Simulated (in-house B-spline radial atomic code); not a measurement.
## Ti+: [Ar] 3d2 4s1

Level of theory: Dirac-Kohn-Sham BHandHLYP, spherical fractional occupations, Fermi nucleus of rms radius 3.5921 fm; calculated with a radial B-spline atomic code at the basis-set limit.

Z_r = [3n² - l(l+1)]/(2<r>); Z_e = n√(-2ε); the last column is Slater's effective charge. Values are occupation-weighted means over j.

| shell | electrons | ε (eV) | <r> (bohr) | Z_r | Z_e | Slater |
| --- | --- | --- | --- | --- | --- | --- |
| 1s | 2 | -4954.8 | 0.06956 | 21.56 | 19.08 | 21.70 |
| 2s | 2 | -572.97 | 0.3235 | 18.54 | 12.98 | 17.85 |
| 2p | 6 | -474.61 | 0.2892 | 17.29 | 11.81 | 17.85 |
| 3s | 2 | -80.06 | 1.003 | 13.46 | 7.28 | 10.75 |
| 3p | 6 | -53.054 | 1.081 | 11.56 | 5.92 | 10.75 |
| 4s | 1 | -10.378 | 3.261 | 7.36 | 3.49 | 3.50 |
| 3d | 2 | -9.5946 | 1.634 | 6.42 | 2.52 | 3.65 |

The least bound orbital is 3d5/2 at -9.579 eV, while the most diffuse is 4s1/2 (<r> = 3.261 bohr against 1.637 bohr): energy order and size order differ.

Spin-orbit splittings of the orbital energies (j = l + 1/2 above j = l - 1/2 when positive): 2p 5.845 eV, 3p 0.6951 eV, 3d 0.03852 eV.

For the 1s electron the small component carries 0.621 % of the norm, the zero-frequency Breit interaction raises the level by 4.901 eV, self-energy by 2.321 eV, and vacuum polarisation lowers it by 0.1804 eV.

Caution: exact exchange at fractional occupations of open shells leaves self-interaction of up to several eV.
